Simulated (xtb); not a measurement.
C6H4Cl (SMILES Clc1cc[c]cc1), doublet, from a rough starting geometry; GFN2-xTB run with xtb 6.7.1.

Input for xtb:
```
$ xtb mol.xyz --gfn 2 --uhf 1 --opt vtight --json

# file mol.xyz
11

Cl    -1.59318811     2.24988521     0.12800498
C     -0.56755648     0.92346001     0.06882249
C     -1.11975737    -0.33548134     0.00669517
C     -0.43701896    -1.47848561    -0.06475747
C      0.85926645    -1.28925925    -0.07308345
C      1.55221203    -0.08289267    -0.06172098
C      0.76198851     0.99206431     0.05550261
H     -2.27638978    -0.46094457     0.00173227
H     -0.90962282    -2.48544841    -0.10186406
H      2.65676780    -0.06841487    -0.05059157
H      1.24669683     1.97847343     0.08965700
```

It wrote (shortened):

```
   ID    Z sym.   atoms
    1   17 Cl     1
    2    6 C      2-7
    3    1 H      8-11

           -------------------------------------------------
          |                Calculation Setup                |
           -------------------------------------------------

           -------------------------------------------------
          |                 G F N 2 - x T B                 |
           -------------------------------------------------

          ...................................................
          :                      SETUP                      :
          :.................................................:
          :  # basis functions                  38          :
          :  # atomic orbitals                  37          :
          :  # shells                           19          :
          :  # electrons                        35          :
          :  max. iterations                   250          :
          :  Hamiltonian                  GFN2-xTB          :
          :  restarted?                      false          :
          :  GBSA solvation                  false          :
          :  PC potential                    false          :
          :  electronic temp.          300.0000000     K    :
          :  accuracy                    1.0000000          :
          :  -> integral cutoff          0.2500000E+02      :
          :  -> integral neglect         0.1000000E-07      :
          :  -> SCF convergence          0.1000000E-05 Eh   :
          :  -> wf. convergence          0.1000000E-03 e    :
          :  Broyden damping             0.4000000          :
          :  net charge                          0          :
          :  unpaired electrons                  1          :
          ...................................................

 iter      E             dE          RMSdq      gap      omega  full diag
   1    -19.6088284 -0.196088E+02  0.505E+00    2.56       0.0  T
   2    -19.6273838 -0.185554E-01  0.305E+00    2.25       1.0  T
   3    -19.6187849  0.859892E-02  0.120E+00    2.75       1.0  T
   4    -19.6300376 -0.112527E-01  0.336E-01    2.31       1.0  T
   5    -19.6309714 -0.933814E-03  0.810E-02    2.44       1.0  T
   6    -19.6310037 -0.322632E-04  0.445E-02    2.42       1.0  T
   7    -19.6310070 -0.332794E-05  0.141E-02    2.42       2.1  T
   8    -19.6310073 -0.339209E-06  0.106E-02    2.42       2.9  T
   9    -19.6310077 -0.400186E-06  0.583E-03    2.42       5.2  T
[...]
         :: total energy             -19.298354444450 Eh    ::
 * total energy  :   -19.2983544 Eh     change       -0.2806502E-09 Eh
 * total energy  :   -19.3187455 Eh     change       -0.2039109E-01 Eh
 * total energy  :   -19.3218870 Eh     change       -0.3141496E-02 Eh
 * total energy  :   -19.3223234 Eh     change       -0.4363341E-03 Eh
 * total energy  :   -19.3224565 Eh     change       -0.1331832E-03 Eh
 * total energy  :   -19.3224689 Eh     change       -0.1236689E-04 Eh
 * total energy  :   -19.3224719 Eh     change       -0.3002131E-05 Eh
 * total energy  :   -19.3224726 Eh     change       -0.6972846E-06 Eh
 * total energy  :   -19.3224727 Eh     change       -0.6155680E-07 Eh
   *** GEOMETRY OPTIMIZATION CONVERGED AFTER 9 ITERATIONS ***
         :: total energy             -19.322472674829 Eh    ::
[...]
     9   1 H        0.926     0.060     2.202     2.320
    10   1 H        0.926     0.060     2.202     2.320
    11   1 H        0.926     0.063     2.168     2.303

 Mol. C6AA /au·bohr⁶  :       2336.703360
 Mol. C8AA /au·bohr⁸  :      67495.058941
 Mol. α(0) /au        :         77.575846

Wiberg/Mayer (AO) data.
largest (>0.10) Wiberg bond orders for each atom

 ---------------------------------------------------------------------------
     #   Z sym  total        # sym  WBO       # sym  WBO       # sym  WBO
 ---------------------------------------------------------------------------
     1  17 Cl   1.101 --     2 C    0.964
     2   6 C    3.916 --     3 C    1.412     7 C    1.412     1 Cl   0.964
     3   6 C    3.983 --     2 C    1.412     4 C    1.387     8 H    0.960
                             6 C    0.117
     4   6 C    3.988 --     5 C    1.492     3 C    1.387     9 H    0.957
                             7 C    0.117
     5   6 C    3.271 --     4 C    1.492     6 C    1.492
     6   6 C    3.988 --     5 C    1.492     7 C    1.387    10 H    0.957
                             3 C    0.117
     7   6 C    3.983 --     2 C    1.412     6 C    1.387    11 H    0.960
                             4 C    0.117
     8   1 H    0.996 --     3 C    0.960
     9   1 H    0.996 --     4 C    0.957
    10   1 H    0.996 --     6 C    0.957
    11   1 H    0.996 --     7 C    0.960
 ---------------------------------------------------------------------------

Topologies differ in total number of bonds
Writing topology from bond orders to xtbtopo.mol

molecular dipole:
                 x           y           z       tot (Debye)
 q only:        0.398      -0.578      -0.036
   full:        0.198      -0.287      -0.018       0.887
molecular quadrupole (traceless):
                xx          xy          yy          xz          yz          zz
 q only:        1.891       5.176      -2.110       0.234      -0.204       0.219
  q+dip:        4.054       6.411      -0.879       0.204       0.010      -3.175
   full:        2.504       5.254      -1.537       0.208      -0.116      -0.967

optimized geometry written to: xtbopt.xyz

           -------------------------------------------------
          | TOTAL ENERGY              -19.322472674829 Eh   |
          | GRADIENT NORM               0.000120840493 Eh/α |
          | HOMO-LUMO GAP               2.523319075487 eV   |
           -------------------------------------------------
```
